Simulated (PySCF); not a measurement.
# Os: ionisation energy

Os [Xe] 4f14 5d6 6s2 (5D) → Os+ [Xe] 4f14 5d6 6s1 (6D), as a difference of total energies. Calculation: PySCF 2.14, in aug-cc-pV5Z-PP with ECP60MDF (8s8p7d5f4g3h2i, 197 functions); scalar relativity through the core potential. Correlated levels: valence: 5s2 5p6 frozen. The calculations carry no spin-orbit coupling.

```json
{"method": "UHF", "ionisation energy (eV)": "6.516", "error (eV)": "-1.957"}
{"method": "B2PLYP", "ionisation energy (eV)": "8.348", "error (eV)": "-0.125"}
{"method": "BLYP", "ionisation energy (eV)": "8.548", "error (eV)": "+0.075"}
{"method": "MP2 (valence)", "ionisation energy (eV)": "8.154", "error (eV)": "-0.319"}
{"method": "SCS-MP2 (valence)", "ionisation energy (eV)": "8.401", "error (eV)": "-0.072"}
```

Reference: 8.473 eV (measured; NIST levels, between the centres of gravity of the two terms).
